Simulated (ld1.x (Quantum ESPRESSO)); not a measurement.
**Before and after: TM potential for cadmium (Cd)**

```
Element                 : cadmium
Generator               : ld1.x (Quantum ESPRESSO) 7.5
Type                    : norm-conserving Troullier–Martins (Kleinman–Bylander form)
Functional              : LDA (PZ)
Relativity              : scalar-relativistic
Frozen core             : [Kr]
Valence charge          : 12
Reference configuration : 4d10 5s0.5 5p0 (charge +1.5)
Partial waves           : 5s (bound): rc 1.85 bohr; 5p (bound, empty): rc 2.25 bohr; 4d (bound): rc 1.65 bohr
Local potential         : the d channel
Core correction         : Bessel-smoothed model core inside 0.85 bohr
```

Change: wave 5p (bound): rc 2.25 bohr becomes 5p (bound): rc 1.52 bohr.

Cutoffs: the cutoffs (Ry, on a coarse ladder) from which the occupation-weighted sum of valence levels, in a spherical-Bessel basis at the reference potential, stays within 10 and 1 mRy of its value at 400 Ry; they do not see the model core or the augmentation charge, which bear on the density cutoff. Errors are all-electron minus pseudo energies relative to the spin-unpolarised reference configuration.

Q: Predict the effect on cutoff, ghosts and configuration errors.

A: The potential gets neither clearly harder nor softer (70 Ry and 110 Ry → 70 Ry and 110 Ry); both files keep a bound ghost (p, s); of the 9 tests that both files solve, the error grows in 2 and shrinks in 1 by more than 15 % and 0.3 meV (median size 3.1 → 5.2 meV).

```tsv
quantity	base	changed
cutoff, loose	70 Ry	70 Ry
cutoff, tight	110 Ry	110 Ry
bound ghosts	s, p	p, s
error for 4d10 5s2 5p0, meV [ΔE -17.36 eV]	-5.2	-5.2
error for 4d10 5s1 5p0, meV [ΔE -7.73 eV]	-0.2	-0.2
error for 4d10 5s0 5p0, meV [ΔE 9.79 eV]	-4.4	-4.4
error for 4d9 5s2 5p1, meV [ΔE -4.77 eV]	-175	-126
error for 4d10 5s1 5p1, meV [ΔE -12.57 eV]	-3.1	-7.3
error for 4d10 5s0 5p2, meV [ΔE -7.45 eV]	-2.4	-24
error for 4d9 5s0 5p0, meV [ΔE 48.04 eV]	-98	-98
error for 4d10 5s0.5 5p0 (spin-polarised), meV [ΔE -0.05 eV]	0.0	0.0
error for 4d10 5s1 5p0 (spin-polarised), meV [ΔE -7.92 eV]	+0.1	+0.1
```

Changed file: The cutoffs count occupied waves only; the empty 5p level needs 140 Ry at the loose tolerance. A true bound ghost makes a file unfit for plane-wave use even where its test errors are small: the radial tests pick states by their node count and pass the ghost by.
